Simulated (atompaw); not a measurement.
# scandium (Sc): PAW (atompaw) pseudisation with PBE, scalar-relativistic reference atom.

```
Element                 : scandium (Sc)
Generator               : atompaw 4.2.0.5
Type                    : PAW
Functional              : PBE
Relativity              : scalar-relativistic
Frozen core             : [Ne]
Valence charge          : 11
Reference configuration : 3s2 3p6 3d1 4s0.5 4p0 (charge +1.5)
Partial waves           : 3s (bound): rc 1.45 bohr; 4s (bound): rc 2.10 bohr; 3p (bound): rc 1.70 bohr; 4p (bound, empty): rc 2.10 bohr; 3d (bound): rc 2.10 bohr; 3d channel at -0.2 Ry: rc 1.75 bohr
Local potential         : vpsmatchnc scheme with l = 3 at 0 Ry, radius 2.05 bohr
Core correction         : smooth core density matched at 1.80 bohr
Augmentation charge     : besselshape compensation charge, radius 1.95 bohr; PAW radius 2.10 bohr; waves and projectors: custom polynom2 7 10 vanderbiltortho
```

- Cutoffs needed: 25 Ry and 50 Ry (the cutoffs (Ry, on a coarse ladder) from which the occupation-weighted sum of valence levels, in a spherical-Bessel basis at the reference potential, stays within 10 and 1 mRy of its value at 400 Ry)
- Ghost test: no extra level below or beside the all-electron valence levels (s, p, d, f tested) (spherical-Bessel basis up to 400 Ry, 20 bohr box)
- Lowest eigenvalue of the overlap operator: 0.62 (s channel)
- Overlap eigenvalues printed by atompaw (projector basis): 0.12, 0.551, 1.22, 35.2, 93.2, 2.64e+03
- Share of each valence orbital outside the PAW sphere: 3s 2 %, 4s 87 %, 3p 4 %, 4p 93 %, 3d 24 %
